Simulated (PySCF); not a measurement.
A structure optimised at B3LYP-D3(BJ)/def2-SVP, used in a PySCF frequency run:

```
C
C 1 1.3453
F 2 1.3227 1 121.37
Cl 2 1.7160 3 113.99 1 180.00
Cl 1 1.7239 2 122.63 3 180.00
Cl 1 1.7289 2 120.19 3 0.00
```
Charge 0, spin multiplicity 1.

Q: Write its SMILES, formula and point group.

A: FC(Cl)=C(Cl)Cl, C2Cl3F, Cs

Q: What are its rotational constants (standard atomic weights)?

A: 2.3914, 1.4638, 0.90801 GHz
